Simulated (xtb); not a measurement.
WOF3, SMILES [O]=[W+]([F])([F])[F], charge +1, multiplicity 1. All values are semi-empirical tight-binding results from xtb (GFN2-xTB unless named), good for trends rather than for accurate numbers. Geometry optimised at GFN2-xTB. The spin state was assumed, not searched. The isomer is the one that the SMILES or the coordinates give; other isomers of the formula were not compared.

For metal compounds this method's bond lengths and energies can be far off.

| Property | Result |
|---|---|
| point group as xtb finds it | C3v |
| orbital gap | 4.67 eV |
| zero-point energy | 4.7 kcal/mol |
| G − E(el) at 298.15 K (modified RRHO) | -14.8 kcal/mol |
